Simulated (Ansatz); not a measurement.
C3H8AlB, SMILES `[BH2][Al]1[CH2][CH]1C`, relaxed with RKS PBE0-D4/def2-TZVP in the Gaussian-basis code of Ansatz from a PBE-D4/def2-SVP geometry. The force threshold is 0.005 eV/Å; the program also tests the step.

Total charge 0; spin multiplicity 1.

Start:

```xyz
13

B    -1.399   -0.148    2.743
Al   -0.388    0.321    1.039
C     0.272    1.375   -0.523
C     0.852   -0.016   -0.523
C     0.494   -0.983   -1.636
H    -0.896    0.046    3.836
H    -2.510   -0.647    2.704
H     0.943    2.226   -0.302
H    -0.477    1.615   -1.301
H     1.911   -0.074   -0.202
H     1.012   -0.707   -2.585
H     0.780   -2.024   -1.386
H    -0.594   -0.984   -1.862
```

Question: How much energy does the relaxation release, and in how many steps? (An estimate is asked.)

Answer: Ansatz gave: 0.07 eV, in 9 steps, 1 of them rejected.

Question: Which bonds change most? (An estimate is asked.)

Answer: Ansatz gave: Al2–C4 from 2.023 to 1.968 Å; Al2–C3 from 1.997 to 1.954 Å; B1–H6 from 1.219 to 1.197 Å; B1–H7 from 1.218 to 1.197 Å.

Question: Give the relaxed structure. (Best estimate.)

Answer: Ansatz gave: 
```xyz
13

B    -1.401   -0.137    2.742
Al   -0.349    0.291    1.027
C     0.257    1.354   -0.496
C     0.852   -0.045   -0.495
C     0.496   -0.968   -1.633
H    -0.938    0.069    3.826
H    -2.497   -0.618    2.700
H     0.936    2.187   -0.328
H    -0.463    1.565   -1.285
H     1.910   -0.068   -0.234
H     0.979   -0.649   -2.566
H     0.801   -1.997   -1.430
H    -0.582   -0.982   -1.828
```
